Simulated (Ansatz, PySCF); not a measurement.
Pair of molecules: HCl (SMILES Cl) (first 2 atoms) with HBr (SMILES Br); geometry from B3LYP-D3(BJ)/def2-TZVP, rigid monomers moved along the line of their centres of mass till Cl1···H4 is 2.91 Å.
(charge 0, multiplicity 1):
```xyz
4

Cl     0.5348    -0.4660    -0.2256
H      0.8003     0.7857    -0.1236
Br     0.1419    -0.2978     4.0669
H      0.2198    -0.5805     2.6668
```

Monomers are frozen at their geometry in the pair; levels with a basis set take the counterpoise correction. Rows marked so take none.

Rows in STO-3G carry no dispersion term and start afresh at each structure; the Pople sets are all-electron and without relativity.

Run with Ansatz (a first-principles code); PySCF for STO-3G rows, the dispersion terms. Values without a source in brackets are computed.

Problem. Predict the interaction energy from HF/STO-3G (no counterpoise).

Solution. -26 meV

Problem. Predict the interaction energy from B3LYP/def2-TZVPPD.

Solution. -37 meV

Problem. What is the computed interaction energy (r2SCAN-D4/def2-TZVPPD)?

Solution. -66 meV
